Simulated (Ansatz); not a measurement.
Program: Ansatz. Geometries: PBE0-D4/def2-TZVP. ΔE: electronic, gas phase. CCSD(T)/CBS is the MP2 limit (def2-TZVPP, def2-QZVPP) plus CCSD(T) − MP2 in def2-TZVPP, frozen cores. DFT in def2-TZVPP. For Ge outer-core shells are correlated without core-valence functions, which leaves a few kJ/mol of doubt a bond. Scalar relativity is left out up to krypton. One conformer a species, not always the lowest.

Reaction (redistribution): `O=C[NH][GeH3]` + `C[SiH2]N[SiH2]O` → `C[SiH2][NH][GeH3]` + `O=CN[SiH2]O`

Task: Is it downhill or uphill in electronic energy at CCSD(T)/CBS, and by how much? (An estimate is asked.)

Result: Computed: Uphill: ΔE = +0.10 eV.

Task: What do these levels give: B2PLYP, r2SCAN, HF/def2-TZVPP, CCSD(T)/def2-TZVPP, MP2/def2-QZVPP, MP2/CBS(def2)? (Best estimate.)

Result: Ansatz gave: B2PLYP 0.11, r2SCAN 0.11, HF/def2-TZVPP 0.09, CCSD(T)/def2-TZVPP 0.09, MP2/def2-QZVPP 0.10, MP2/CBS(def2) 0.10 eV.

Largest T1 diagnostic among the species: 0.015.
